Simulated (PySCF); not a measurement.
Ir⁶⁴⁺: ionisation energy

Ir⁶⁴⁺ [Ne] 3s2 3p1 (2P) → Ir⁶⁵⁺ [Ne] 3s2 (1S), as a difference of total energies. All numbers are calculated (PySCF 2.14, scalar relativity by spin-free X2C-1e, in an even-tempered Gaussian basis (17 s from 18 bohr⁻², ratio 2.5; 12 p from 23 bohr⁻², ratio 2.5; 4 d from 89 bohr⁻², ratio 2.7; 4 f from 130 bohr⁻², ratio 2.7)). Correlated levels: outer shells: 1s2 frozen; virtual orbitals above 40 to 60 times the deepest correlated orbital energy dropped. The calculations carry no spin-orbit coupling.

| method | ionisation energy (eV) |
| --- | --- |
| UHF | 7119.1 |
| MP2 (outer shells) | 7119.8 |
| SCS-MP2 (outer shells) | 7119.7 |
| CCSD (outer shells) | 7119.9 |
| CCSD(T) (outer shells) | 7119.9 |

A first-order spin-orbit estimate (lowest level to lowest level, LS coupling) adds 269.5 eV.

Breit and QED terms and the two-electron picture change are absent.

First order in ζ underestimates the shift of j = l − 1/2 levels at high Z.

For comparison: 7421 ± 24 eV (theoretical estimate listed by NIST; NIST Atomic Spectra Database, ionization energies).
